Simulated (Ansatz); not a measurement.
One change: `[SiH3][O][Ge][Cl]` becomes `[OH][Ge][O][SiH3]`.

Ansatz, PBE0-D4/def2-TZVP geometries, multiplicity 1. Each molecule was computed in one conformer, which needn't be the lowest.

Scalar relativity is left out up to krypton.

```tsv
property	`[SiH3][O][Ge][Cl]`
size of the dipole moment (B3LYP/def2-TZVPP) / D	1.50
HOMO–LUMO gap (B3LYP/def2-TZVPP) / eV	5.19
LUMO energy (B3LYP/def2-TZVPP) / eV	-2.76
LUMO energy (PBE0/def2-TZVPP) / eV	-2.54
size of the dipole moment (ωB97M-V/def2-TZVPP) / D	1.57
HOMO–LUMO gap (PBE/def2-TZVPP) / eV	3.71
```

Q: What does the change do to each property? (Estimate.)

A: Ansatz gave: 
| property | `[OH][Ge][O][SiH3]` | shift |
| --- | --- | --- |
| size of the dipole moment (B3LYP/def2-TZVPP) / D | 0.69 | -0.81 |
| HOMO–LUMO gap (B3LYP/def2-TZVPP) / eV | 5.60 | 0.41 |
| LUMO energy (B3LYP/def2-TZVPP) / eV | -2.06 | 0.70 |
| LUMO energy (PBE0/def2-TZVPP) / eV | -1.82 | 0.72 |
| size of the dipole moment (ωB97M-V/def2-TZVPP) / D | 0.66 | -0.91 |
| HOMO–LUMO gap (PBE/def2-TZVPP) / eV | 4.02 | 0.31 |

With PBE0 the HOMO rises by 0.31 eV and the LUMO rises by 0.72 eV, so the gap widens by about 0.41 eV. PBE moves the HOMO by 0.39 eV and ωB97M-V by 0.20 eV. The zero-point energy changes by 32.4 kJ/mol with +3 modes. Dipoles are sizes alone; their direction can turn.

B3LYP here is the variant with VWN-RPA as its local correlation; programs differ in this.
